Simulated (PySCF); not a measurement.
## Trend along the alkali metals: MK anions

PBE0 with double-zeta basis sets in PySCF, for the lowest determinant that a PBE0 search found; no spin–orbit coupling. De refers to high-spin ground-configuration atoms (the charge goes to the atom of lower measured ionisation energy or higher electron affinity, which is not always the lowest computed limit). A positive dipole points towards K; it is taken about the centre of mass and depends on that origin.

| M | basis | charged atom | state (unpaired electrons) | Re (Å) | ωe (cm⁻¹) | De (eV) | μ (D) |
| --- | --- | --- | --- | --- | --- | --- | --- |
| Li | aug-pcseg-1 | Li− | doublet (σ ↑) | 3.804 | 135 | 0.70 | 3.59 |
| Na | aug-pcseg-1 | Na− | doublet (σ ↑) | 3.988 | 81.0 | 0.63 | -0.03 |
| K | def2-SVPD | K− | doublet (σ ↑) | 4.519 | 58.9 | 0.60 | n/a |
| Rb | def2-SVPD | K− | doublet (σ ↑) | 4.679 | 46.7 | 0.56 | -3.77 |
| Cs | def2-SVPD | K− | doublet (σ ↑) | 4.916 | 41.9 | 0.53 | -5.34 |

The shortest bond is that of KLi⁻ (3.804 Å), the longest that of CsK⁻ (4.916 Å).

The rows differ in basis set, which adds steps of its own.

Down a group the atoms grow and get heavier, so bonds lengthen and wavenumbers fall; this series shows no clear exception.

Spin–orbit coupling is left out. For an ion De counts to the pair picked by the measured ionisation energies or electron affinities, which need not be the lowest pair at this level. The highest Kohn–Sham level is positive in some of these anions. Much of that is self-interaction error, but it also means that the finite basis helps to hold the extra electron. States were picked by a PBE0 search and need not be the measured ground states.
